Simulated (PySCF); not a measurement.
C₆ coefficients of unlike pairs at M06-2X

Calculated with PySCF 2.14 from the dipole response of each species, C₆(A,B) = (3/π) ∫ α_A(iu) α_B(iu) du, in atomic units, from isotropic polarisabilities. For ions this is the dispersion term alone; charge-induced terms of lower order in 1/R come first.

```
species      configuration                          basis     relativity  α (bohr³)  C₆ (like pair)
     Cl  [Ne] 3s2 3p5 (2P)     aug-cc-pV(T+d)Z (6s5p4d2f)           none      14.74           92.60
     Fe  [Ar] 3d6 4s2 (5D)  aug-cc-pVQZ-DK (9s8p6d4f3g2h)  spin-free X2C      70.95           610.0
    Co⁺      [Ar] 3d8 (3F)     aug-cc-pVQZ (9s8p6d4f3g2h)           none      8.035           27.59
```

Question: Estimate C₆ for Co⁺ with Cl.

Answer: The integral gives 49.75. The combination rule 2 C_A C_B / (C_A α_B/α_A + C_B α_A/α_B) gives 50.55 and the geometric mean 50.55.

No spin-orbit coupling is included.

The other pairs:

```
   pair     C₆
 Fe, Cl  207.7
Co⁺, Fe  110.4
```
